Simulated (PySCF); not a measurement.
# How methods differ on the excitation energy of S⁺

S⁺ [Ne] 3s2 3p3 (4S) → S⁺ [Ne] 3s1 3p3 4s1 (6S), as a difference of total energies. All numbers are calculated (PySCF 2.14, no relativity, point nucleus, in aug-cc-pwCVTZ (8s7p5d3f, 75 functions)). Correlated levels: valence: [Ne] frozen. The calculations carry no spin-orbit coupling.

```tsv
method	excitation energy (eV)
UHF	18.501
MP2 (valence)	20.073
SCS-MP2 (valence)	20.625
CCSD (valence)	20.293
CCSD(T) (valence)	20.373
```

How much does correlation contribute at CCSD(T) (valence)?

20.373 − (18.501) = 1.872 eV, measured against UHF.

The promoted electron is Rydberg-like, and one or two diffuse shells describe it only roughly, which tends to raise the upper state.
